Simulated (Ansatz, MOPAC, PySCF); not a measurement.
Dimer: CH4O (SMILES CO) (first 6 atoms) with HBr (SMILES Br); geometry from B3LYP-D3(BJ)/def2-TZVP.
(charge 0, multiplicity 1):
```xyz
8

C     -0.1565     0.4894     0.2119
O     -0.1782    -0.7630     0.9054
H     -0.0389     0.3383    -0.8634
H      0.7040     1.0369     0.5894
H     -1.0601     1.0723     0.4066
H     -0.9356    -1.2792     0.6077
Br    -0.5418    -0.0127     4.0254
H     -0.3351    -0.4349     2.6448
```

Monomers are frozen at their geometry in the pair; levels with a basis set take the counterpoise correction.

The state that AM1 reach isn't checked.

Codes used: Ansatz (a quantum-chemistry and plane-wave program); MOPAC for AM1 (differences of heats of formation); PySCF for the dispersion terms. Each number belongs to the level named beside it.

One of these levels gives -18.4 kJ/mol for the interaction energy. Name it.
(A) AM1
(B) BHLYP/def2-TZVPPD
(C) PBE-D3(BJ)/def2-TZVPPD
(D) BLYP/def2-TZVPPD

D, BLYP/def2-TZVPPD. The others give 2.1 (AM1), -31.1 (PBE-D3(BJ)/def2-TZVPPD), -21.5 (BHLYP/def2-TZVPPD)
